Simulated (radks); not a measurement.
Values are calculated unless marked as measured or tabulated.
Coulomb parameter of the 3d shell of the iron ion Fe+ in the model configuration [Ar] 3d5 4s1 4p1, as a second difference U = [E(n + 1) + E(n - 1) - 2 E(n)] / (1)^2 with all orbitals relaxed. "Bare": the charge of the atom changes with n. "Screened": the 4p shell takes up the change at fixed total charge, which measures U(3d,3d) + U(4p,4p) - 2 U(3d,4p). Code: a radial shooting solver on a logarithmic mesh with Libxc functionals. Model: scalar-relativistic Kohn-Sham, LDA (Slater exchange, Perdew-Wang correlation), spin-unpolarised, spherical densities, finite nucleus; Fermi nuclear charge, rms radius 3.7377 fm. Estimate both.

Answer. U(bare) = 15.543 eV, U(screened by 4p) = 5.603 eV, against the Slater integral F0(3d,3d) = 24.694 eV with frozen orbitals.
